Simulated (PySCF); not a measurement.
Task: Write a Z-matrix for 2-methylpyridine-N-oxide (`Cc1cccc[n+]1[O-]`) as optimised with PBE0-D3(BJ)/def2-SVP.

Result: 
Z-matrix in Å and degrees, rows numbered from 1:
```
C 
C   1  1.4831
C   2  1.3882  1  125.90
C   3  1.3922  2  121.54  1   179.97
C   4  1.3935  3  117.91  2    -0.03
C   5  1.3805  4  119.91  3     0.04
N   6  1.3675  5  121.80  4     0.00
O   7  1.2544  2  119.96  1     0.10
H   1  1.1014  2  110.17  3   122.10
H   1  1.0971  2  110.86  3     0.09
H   1  1.1014  2  110.16  3  -121.86
H   3  1.0921  2  117.69  1    -0.04
H   4  1.0908  3  120.91  2   179.97
H   5  1.0917  4  121.53  3  -179.99
H   6  1.0894  5  125.00  4   179.98
```

N7 (N-oxide nitrogen) is planar (angles 120.7°, 120.0° and 119.3°, sum 360.0°, 0.00 Å off the plane of its three neighbours). The 5 C–C bonds span 1.381 Å (C5–C6, aromatic) to 1.483 Å (C1–C2, drawn single), a spread of 0.102 Å. Of the pairs four or more bonds apart, O8···H9 is among the closest relative to their van der Waals radii: 2.58 Å, 95 % of the sum of Bondi's values. The 6-membered ring C2–C3–C4–C5–C6–N7 has internal angles of 117.9° to 121.8°; it is planar, 0.00 Å rms from its mean plane, widest ring torsion 0°.

Method used: PySCF, PBE0-D3(BJ)/def2-SVP geometry optimisation, gas phase.

Point group: Cs (tolerance 0.08 Å). No PBE0-D3(BJ)/def2-SVP frequencies stand behind this structure, so it isn't proved a minimum.
